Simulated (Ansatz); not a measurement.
`NB1CO1`, relaxed with RKS PBE-D4/def2-SVP in the Gaussian-basis code of Ansatz from a rough embedded geometry. The force threshold is 0.03 eV/Å; the program also tests the step.

Charge 0, multiplicity 1.

Start:

```xyz
8

N    -0.716    1.262   -0.598
B    -0.348    0.016    0.054
C     0.869   -0.815    0.525
O    -0.236   -0.871    1.284
H    -1.805    1.356   -0.574
H    -0.491    1.232   -1.640
H     1.735   -0.311    0.948
H     0.991   -1.868    0.001
```

Q: By how much does the energy fall, and how many steps does the optimiser take? (Best estimate.)

A: The calculation gave: 1.56 eV, in 7 steps.

Q: Which bonds change most? (An estimate is asked.)

A: Computed: C3–O4 from 1.342 to 1.510 Å; B2–O4 from 1.521 to 1.360 Å; C3–H8 from 1.182 to 1.107 Å; N1–H5 from 1.093 to 1.020 Å.

Q: Give the relaxed structure. (Best estimate.)

A: The calculation gave: 
```xyz
8

N    -0.891    1.012   -0.729
B    -0.198    0.081    0.042
C     0.935   -0.848    0.461
O    -0.369   -0.631    1.189
H    -1.818    1.352   -0.474
H    -0.517    1.408   -1.589
H     1.814   -0.498    1.035
H     1.044   -1.875    0.065
```
